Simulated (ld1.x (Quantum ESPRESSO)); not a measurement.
## Transferability test, PAW potential for boron (B)

* Element: B
* Generator: ld1.x (Quantum ESPRESSO) 7.5
* Type: PAW
* Functional: PBEsol
* Relativity: scalar-relativistic
* Frozen core: [He]
* Valence charge: 3
* Reference configuration: 2s2 2p0 (charge +1)
* Partial waves: 2s (bound): rcut 1.60, rcutus 1.80 bohr; 2s channel at 2.15 Ry: rcut 1.60, rcutus 1.80 bohr; 2p (bound, empty): rcut 2.55, rcutus 3.15 bohr; 2p channel at -0.65 Ry: rcut 2.55, rcutus 3.15 bohr
* Local potential: all-electron potential smoothed inside 2.00 bohr (lloc = -1)
* Core correction: a·sin(br)/r model core, default radius (ld1.x builds one for every PAW set, though the input has nlcc=.false.)
* Augmentation charge: PSQ, radius 1.75 bohr

Energies are relative to the spin-unpolarised reference configuration 2s2 2p0; without spin polarisation the order of configurations can differ from experiment.

Give the all-electron excitation energy and the error of the potential for: 2s2 2p1; 2s1 2p0; 2s2 2p0.5; 2s1 2p2; 2s2 2p1.3; 2s0 2p3; 2s1 2p1.

```tsv
valence configuration	charge	ΔE all-electron (eV)	error AE − PS (meV)
2s2 2p1	0	-8.139	-3.6
2s1 2p0	+2	25.262	-4.0
2s2 2p0.5	+0.5	-5.284	-1.0
2s1 2p2	0	-2.320	-5.0
2s2 2p1.3	-0.3	-8.864	-4.3
2s0 2p3	0	3.517	-6.1
2s1 2p1	+1	6.125	-0.6
```

Levels in the configuration 2s1 2p0:

```json
{"level": "2s", "all-electron (eV)": "-31.279", "pseudo (eV)": "-31.289"}
```

ld1.x printed “convergence not achieved” for 1 of the counted tests; its residual had stalled under 1e-8, short of the target of 1e-14.
